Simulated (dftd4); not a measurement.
C3H7O (SMILES CC(C)=[OH+]), charge +1, singlet, at a GFN2-xTB geometry; D4 for wb97x (dftd4).

The dftd4 input:
```
$ dftd4 mol.xyz --func wb97x --charge 1 --json dftd4.json --noedisp

# file mol.xyz
11

O     -0.12196456    -0.11943116     1.32799784
C     -0.00798184    -0.01099008     0.06880575
C      0.07373480     1.28361169    -0.60229975
C      0.04849087    -1.25339967    -0.69585394
H     -0.32280816     2.10426178    -0.00494255
H      0.33273813    -2.09663446    -0.06823236
H     -0.40234208     1.26246429    -1.58195675
H      1.13051027     1.50223461    -0.79778580
H      0.69259699    -1.16845430    -1.56935464
H     -0.95587967    -1.46687807    -1.07995797
H     -0.18456204     0.70312382     1.85433503
```

What the program printed (banner, timings and long lists left out):

```
                    ____  _____ _____     ____  _  _
      -------------|  _ \|  ___|_   _|---|  _ \| || |------------
     |             | | | | |_    | | ___ | | | | || |_           |
     |             | |_| |  _|   | ||___|| |_| |__   _|          |
     |             |____/|_|     |_|     |____/   |_|            |
     |             ===================================           |
     |            E. Caldeweyher, S. Ehlert & S. Grimme          |
     |          Mulliken Center for Theoretical Chemistry        |
     |                    University of Bonn                     |
      -----------------------------------------------------------

Rational (Becke-Johnson) damping: wb97x-D4-ATM
---------------------
  s6         1.0000
  s8         0.5093
  s9         1.0000
  a1         0.0662
  a2         5.4487
 alp        16.0000
--------------------

Dispersion energy:      -9.2127828590374E-03 Eh

[Info] JSON dump of results written to 'dftd4.json'
```
